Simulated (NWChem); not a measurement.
**A calculation on F$_{4}$Ge**

SMILES: [F][Ge]([F])([F])[F]
```xyz
5

F      0.0000     1.3865    -0.9804
Ge     0.0000     0.0000     0.0000
F      0.0000    -1.3865    -0.9804
F      1.3865     0.0000     0.9804
F     -1.3865     0.0000     0.9804
```
Charge 0, spin multiplicity 1.

Everything below was run with NWChem. Structure: optimised with PBE0/def2-SVP, a minimum by its harmonic frequencies.

Symmetry labels belong to the abelian group C2v used in the runs, with the axes of the coordinates shown; states degenerate in a higher group split over its labels.

The Hamiltonian is non-relativistic. B3LYP has NWChem's definition, with VWN1-RPA local correlation. The structure started from a generated list of species.

### Question
List the lowest 3 singlet excitations that TD-B3LYP/def2-SVP, VWN1-RPA local correlation gives, with oscillator strengths.

### Answer
```
state  symmetry  energy (eV)  wavelength (nm)      f
-----  --------  -----------  ---------------  -----
1            b2         8.43              147  0.000
2            a2         8.43              147  0.000
3            b1         8.43              147  0.000
```
